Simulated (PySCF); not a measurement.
PySCF input file for GaFCl2, SMILES [F][Ga]([Cl])[Cl], TDDFT-ωB97X/def2-SVPD. The structure is a stationary point at PBE0-D3(BJ)/def2-SVP.

```python
import numpy as np
from pyscf import gto, scf, dft, tdscf

mol = gto.M(
    atom='''
    Ga    0.00000000    0.00000000    0.25223367
    F     0.00000000   -0.00000000    1.98769182
    Cl    0.00000000    1.85723098   -0.75613148
    Cl    0.00000000   -1.85723098   -0.75613148
    ''',
    basis='def2-SVPD',
    charge=0,
    spin=0,
    symmetry=True,
    max_memory=1600,
    verbose=4,
)
mf = dft.RKS(mol, xc='wb97x').density_fit(auxbasis='def2-universal-jkfit')
mf.grids.level = 3
mf.conv_tol = 1e-9
mf.max_cycle = 100
mf.kernel()
mf.grids = dft.Grids(mol).set(level=1).build(with_non0tab=True)  # coarser grid for the response kernel
td = tdscf.TDDFT(mf)
td.singlet = True
td.nstates = 10
td.conv_tol = 1e-4
td.kernel(x0=td.get_init_guess(mf, 15))
td.analyze()
tt = tdscf.TDA(mf)
tt.singlet = False
tt.nstates = 4
tt.conv_tol = 1e-4
tt.kernel(x0=tt.get_init_guess(mf, 9))
tt.analyze(verbose=3)
```

Program output:

```
PySCF version 2.14.0

[INPUT] verbose = 4
[INPUT] num. atoms = 4
[INPUT] num. electrons = 74
[INPUT] charge = 0
[INPUT] spin (= nelec alpha-beta = 2S) = 0
[INPUT] symmetry True subgroup None
[INPUT] Mole.unit = angstrom
[INPUT] Symbol           X                Y                Z      unit          X                Y                Z       unit  Magmom
[INPUT]  1 Ga     0.000000000000   0.000000000000   0.252233670000 AA    0.000000000000   0.000000000000   0.476652555694 Bohr   0.0
[INPUT]  2 F      0.000000000000   0.000000000000   1.987691820000 AA    0.000000000000   0.000000000000   3.756193159838 Bohr   0.0
[INPUT]  3 Cl     0.000000000000   1.857230980000  -0.756131480000 AA    0.000000000000   3.509657902258  -1.428881411362 Bohr   0.0
[INPUT]  4 Cl     0.000000000000  -1.857230980000  -0.756131480000 AA    0.000000000000  -3.509657902258  -1.428881411362 Bohr   0.0

nuclear repulsion = 439.040330582557
point group symmetry = C2v
symmetry origin: [ 0.00000000e+00  0.00000000e+00 -4.34126277e-09]
symmetry axis x: [-1. -0. -0.]
symmetry axis y: [0. 1. 0.]
symmetry axis z: [0. 0. 1.]
num. orbitals of irrep A1 = 48
num. orbitals of irrep A2 = 14
num. orbitals of irrep B1 = 21
num. orbitals of irrep B2 = 32
number of shells = 45
number of NR pGTOs = 203
number of NR cGTOs = 115
basis = def2-SVPD
ecp = {}


[settings echo left out]
init E= -2944.25887882121
HOMO (B2) = -0.440231009119024  LUMO (A1) = -0.0950243768095778  gap/eV = 9.39355
cycle= 1 E= -2944.55764214606  delta_E= -0.299  |g|=  0.8  |ddm|= 2.59
HOMO (B2) = -0.408554392776683  LUMO (A1) = -0.0465343088214554  gap/eV = 9.85107
cycle= 2 E= -2944.5290150349  delta_E= 0.0286  |g|= 1.02  |ddm|= 1.65
HOMO (B2) = -0.449868445857675  LUMO (A1) = -0.0241066137893853  gap/eV = 11.58557
cycle= 3 E= -2944.67837186244  delta_E= -0.149  |g|= 0.0761  |ddm|= 0.78
HOMO (B2) = -0.454219393717965  LUMO (A1) = -0.0136131746322197  gap/eV = 11.98951
cycle= 4 E= -2944.67962768808  delta_E= -0.00126  |g|= 0.031  |ddm|= 0.103
HOMO (B2) = -0.45224273034531  LUMO (A1) = -0.0118284727602984  gap/eV = 11.98428
cycle= 5 E= -2944.6798032364  delta_E= -0.000176  |g|= 0.00796  |ddm|= 0.0309
HOMO (B2) = -0.451643153475984  LUMO (A1) = -0.0117092186261982  gap/eV = 11.97121
cycle= 6 E= -2944.67982042782  delta_E= -1.72e-05  |g|= 0.00182  |ddm|= 0.0108
HOMO (B2) = -0.451787193678183  LUMO (A1) = -0.0117880445350314  gap/eV = 11.97299
cycle= 7 E= -2944.67982177211  delta_E= -1.34e-06  |g|= 0.000334  |ddm|= 0.00384
HOMO (B2) = -0.451752175093064  LUMO (A1) = -0.0117750657319293  gap/eV = 11.97239
cycle= 8 E= -2944.67982185071  delta_E= -7.86e-08  |g|= 9.77e-05  |ddm|= 0.000792
HOMO (B2) = -0.451776656412039  LUMO (A1) = -0.0117867888957401  gap/eV = 11.97273
cycle= 9 E= -2944.67982185772  delta_E= -7.01e-09  |g|= 2.75e-05  |ddm|= 0.000257
HOMO (B2) = -0.451773069386317  LUMO (A1) = -0.0117837872496818  gap/eV = 11.97272
cycle= 10 E= -2944.67982185828  delta_E= -5.56e-10  |g|= 7.04e-06  |ddm|= 6.76e-05
HOMO (B2) = -0.451773556056716  LUMO (A1) = -0.0117845296590922  gap/eV = 11.97271
Extra cycle  E= -2944.67982185829  delta_E= -1.41e-11  |g|= 4.47e-06  |ddm|= 1.49e-05
converged SCF energy = -2944.67982185829
tot grids = 25352


******** <class 'pyscf.tdscf.rks.TDDFT'> for <class 'pyscf.df.df_jk.DFSymAdaptedRKS'> ********
nstates = 10 singlet
deg_eia_thresh = 1.000e-03
wfnsym = None
conv_tol = 0.0001
eigh lindep = 1e-12
eigh level_shift = 0
eigh max_cycle = 100


Excitation energies (eV)
[6.58913255 6.6976237  6.95275786 7.12819465 7.37324012 7.62384527
 7.68156704 8.22160641 8.26621981 8.42183706]

** Singlet excitation energies and oscillator strengths **
Excited State   1:   B2      6.58913 eV    188.16 nm  f=0.0189
      37 -> 38       -0.68186
      37 -> 40        0.11934
Excited State   2:   A2      6.69762 eV    185.12 nm  f=0.0000
      36 -> 38        0.68610
      36 -> 40       -0.12128
Excited State   3:   A1      6.95276 eV    178.32 nm  f=0.0455
      35 -> 38        0.67954
      35 -> 40       -0.11930
Excited State   4:   B1      7.12819 eV    173.93 nm  f=0.0363
      34 -> 38       -0.68234
      34 -> 40        0.12092
Excited State   5:   A2      7.37324 eV    168.15 nm  f=0.0000
      37 -> 39       -0.69990
Excited State   6:   B2      7.62385 eV    162.63 nm  f=0.0064
      33 -> 38       -0.43634
      36 -> 39        0.53875
Excited State   7:   B1      7.68157 eV    161.40 nm  f=0.0010
      35 -> 39        0.69899
Excited State   8:   A1      8.22161 eV    150.80 nm  f=0.0120
      31 -> 38       -0.22245
      34 -> 39       -0.65314
Excited State   9:   B2      8.26622 eV    149.99 nm  f=0.2992
      30 -> 38        0.33955
      33 -> 38        0.43624
      36 -> 39        0.38787
Excited State  10:   A2      8.42184 eV    147.22 nm  f=0.0000
      33 -> 39        0.69663

** Transition electric dipole moments (AU) **
state          X           Y           Z        Dip. S.      Osc.
  1         0.0000     -0.3417      0.0000      0.1168      0.0189
  2         0.0000      0.0000     -0.0000      0.0000      0.0000
  3        -0.0000      0.0000      0.5169      0.2671      0.0455
  4        -0.4559     -0.0000     -0.0000      0.2078      0.0363
  5         0.0000     -0.0000     -0.0000      0.0000      0.0000
  6        -0.0000      0.1858      0.0000      0.0345      0.0064
  7         0.0742     -0.0000     -0.0000      0.0055      0.0010
  8        -0.0000      0.0000     -0.2436      0.0594      0.0120
  9        -0.0000     -1.2156      0.0000      1.4776      0.2992
 10        -0.0000      0.0000      0.0000      0.0000      0.0000

** Transition velocity dipole moments (imaginary part, AU) **
state          X           Y           Z        Dip. S.      Osc.
  1        -0.0000     -0.0850     -0.0000      0.0072      0.0199
  2        -0.0000      0.0000      0.0000      0.0000      0.0000
  3         0.0000      0.0000      0.1362      0.0185      0.0484
  4        -0.1184     -0.0000     -0.0000      0.0140      0.0356
  5         0.0000     -0.0000     -0.0000      0.0000      0.0000
  6         0.0000      0.0577     -0.0000      0.0033      0.0079
  7         0.0214     -0.0000     -0.0000      0.0005      0.0011
  8        -0.0000      0.0000     -0.0719      0.0052      0.0114
  9        -0.0000     -0.3762     -0.0000      0.1415      0.3106
 10        -0.0000      0.0000      0.0000      0.0000      0.0000

** Transition magnetic dipole moments (imaginary part, AU) **
state          X           Y           Z
  1         0.1122      0.0000      0.0000
  2        -0.0000      0.0000      0.4099
  3         0.0000      0.0000      0.0000
  4         0.0000     -0.2264     -0.0000
  5         0.0000     -0.0000      0.3934
  6         0.1470     -0.0000      0.0000
  7         0.0000      0.4260     -0.0000
  8        -0.0000      0.0000      0.0000
  9        -0.4130      0.0000      0.0000
 10        -0.0000      0.0000      1.1466


******** <class 'pyscf.tdscf.rks.TDA'> for <class 'pyscf.df.df_jk.DFSymAdaptedRKS'> ********
nstates = 4 triplet
deg_eia_thresh = 1.000e-03
wfnsym = None
conv_tol = 0.0001
eigh lindep = 1e-12
eigh level_shift = 0
eigh max_cycle = 100


Excitation energies (eV)
[6.16266715 6.35365867 6.46919603 6.73103988]

** Triplet excitation energies and oscillator strengths **
Excited State   1:   B2      6.16267 eV    201.19 nm  f=0.0000
Excited State   2:   A2      6.35366 eV    195.14 nm  f=0.0000
Excited State   3:   A1      6.46920 eV    191.65 nm  f=0.0000
Excited State   4:   B1      6.73104 eV    184.20 nm  f=0.0000
```

The run converged.
